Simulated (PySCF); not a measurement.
These 3 structures share the formula C6H4F3N. Theory: PBE0-D3(BJ)/def2-SVP geometry optimisation, gas phase in PySCF. One conformer each; no zero-point energy, no entropy. No frequencies were run at this level. Point groups hold within 0.08 Å.

Task: Rank from lowest to highest electronic energy at this level (kcal/mol).
A. 4-(trifluoromethyl)pyridine (`FC(c1ccncc1)(F)F`)
B. `c1(ccccn1)C(F)(F)F` (2-(trifluoromethyl)pyridine)
C. `c1cc(cnc1)C(F)(F)F` (3-(trifluoromethyl)pyridine)

Result: B (0.0), C (0.5), A (0.8).

Neighbours under 2.5 kcal/mol apart (FC(F)(F)c1ccccn1 and FC(F)(F)c1cccnc1; FC(F)(F)c1cccnc1 and FC(F)(F)c1ccncc1) can change places with a better method, another conformer or zero-point energy.

| SMILES | E (Eh) | E rel (kcal/mol) | dipole (D) | point group | A, B, C (MHz) |
| --- | --- | --- | --- | --- | --- |
| FC(F)(F)c1ccccn1 | -584.29805 | 0.0 | 4.04 | Cs | 2909, 978.4, 838.8 |
| FC(F)(F)c1cccnc1 | -584.29719 | 0.5 | 2.40 | C1 | 2902, 958.4, 823.4 |
| FC(F)(F)c1ccncc1 | -584.29680 | 0.8 | 0.23 | near Cs | 2943, 943.0, 815.3 |

Task: How do the relative energies change in single points at PBE0/pcSseg-1 (no added dispersion term) on the same geometries?

Result: 
```csv
SMILES,PBE0-D3(BJ)/def2-SVP (kcal/mol),PBE0/pcSseg-1 (kcal/mol),shift
FC(F)(F)c1ccccn1,0.0,0.0,0.0
FC(F)(F)c1cccnc1,0.5,0.3,-0.2
FC(F)(F)c1ccncc1,0.8,0.6,-0.2
```

Each column counts from its own lowest isomer. The order is unchanged; the largest shift is 0.2 kcal/mol.

Task: As an exercise, what shares would exp(−E/RT) give at 2000 K from these electronic energies alone (no entropy, no degeneracies)?

Result: RT = 3.974 kcal/mol: FC(F)(F)c1ccccn1 37.1 %, FC(F)(F)c1cccnc1 32.4 %, FC(F)(F)c1ccncc1 30.5 %.
